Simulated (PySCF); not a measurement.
C4H11Cl2PSi2.
Cartesian coordinates in Å at the GFN2-xTB level; atoms count from 1:
```xyz
20
C4H11Cl2PSi2 angstrom
C      3.4369   -0.0528    0.0400
C      2.3676    0.2864   -0.6635
Si     0.8924   -0.8351   -1.0103
Si    -0.9091    0.0354    0.2295
C     -1.2598    1.8899   -0.0840
P     -1.0506   -0.2433    2.4689
C     -2.5395   -0.8531   -0.3568
Cl    -2.4377   -2.5757    0.0647
Cl    -2.7368   -0.6823   -2.1105
H      3.5444   -1.0375    0.4647
H      4.2569    0.6257    0.2216
H      2.3231    1.2919   -1.0666
H      0.6343   -0.8170   -2.4552
H      1.2377   -2.2049   -0.6073
H     -1.5084    2.0724   -1.1246
H     -2.0865    2.2474    0.5249
H     -0.3893    2.4909    0.1598
H     -0.4959   -1.5105    2.4841
H      0.1706    0.3598    2.7201
H     -3.4553   -0.4769    0.0975
```

Computed at PBE0/pcSseg-1 (PySCF, non-relativistic), with Q(35Cl) = −0.0817 b: Cl8, 35Cl (I = 3/2): χzz = -76.24 MHz, η = 0.047; Cl9, 35Cl (I = 3/2): χzz = -76.63 MHz, η = 0.053.

(1) Find the zero-field quadrupole resonance frequencies of 35Cl at Cl8.

(2) Find the zero-field quadrupole resonance frequencies of 35Cl at Cl9.

(3) Apply the simplest Townes–Dailey estimate (no s hybridisation, no π bonding), ionic character = 1 − χzz/χ0, where χ0 is the coupling for one missing p electron along the bond: −109.74 MHz for 35Cl.

Answers

(1) From ν = (|χ|/2)√(1 + η²/3): ν = 38.14 MHz (alkyl chlorine). For 37Cl the ratio of quadrupole moments, 0.7881, gives 30.06 MHz.

(2) From ν = (|χ|/2)√(1 + η²/3): ν = 38.33 MHz (alkyl chlorine). For 37Cl the ratio of quadrupole moments, 0.7881, gives 30.21 MHz.

(3) Cl8 on C7: 1 − (-76.24)/(-109.74) = 0.31; Cl9 on C7: 1 − (-76.63)/(-109.74) = 0.30. In this model a purely covalent bond gives χ0 and a free halide ion gives zero; s hybridisation or π bonding, where present, is counted here as ionic character.

In a crystal, neighbours and librations shift these lines. One conformer (not necessarily the lowest) at the GFN2-xTB geometry, without solvent, vibrations or thermal averaging. GFN2-xTB bond lengths can be off by several hundredths of an ångström, more for odd bonds, and the gradients follow them. The small basis limits the accuracy of the gradients.
